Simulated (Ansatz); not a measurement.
Coupled-cluster diagnostics for the cluster Be₃S₂, Ansatz.

Geometry of the singlet (r2SCAN-D4/def2-TZVP):

Cartesian coordinates in Å:
```
Be -0.2937 0.0019 1.2209
Be -0.6297 -0.7390 -0.7963
Be 0.9235 0.7372 -0.4247
S 1.0310 -1.1478 0.2499
S -1.0312 1.1477 -0.2498
```

Correlated methods freeze 10 core orbitals. The geometry of the singlet was relaxed on an unsound state (restricted singlet, unstable towards broken spin symmetry at other levels and untested here). Another isomer (singlet) lies 1.51 eV lower at PBE0-D4/def2-TZVP; other spin states weren't run for this one.

Task: Estimate the CCSD(T) correlation energy, the shares of MP2 and (T), T1 and the reference's ⟨S²⟩ for: charge 0, singlet, own geometry in def2-TZVPP; and the rough time on 4 threads of Arm Neoverse V2 on a shared host.

Result: 
```tsv
state	basis	correlation (eV)	MP2 share (%)	(T) share (%)	T1	⟨S²⟩ (pure)	wall time	remarks
charge 0, singlet, own geometry	def2-TZVPP	-17.612	90.0	6.0	0.017	0.00 (0.00)	9.5 s	restricted SCF unstable
```
Customary marks for T1 are 0.02 (closed shells), 0.045 (open shells) and about 0.05 (3d metals). T1 stays under 0.02 throughout.
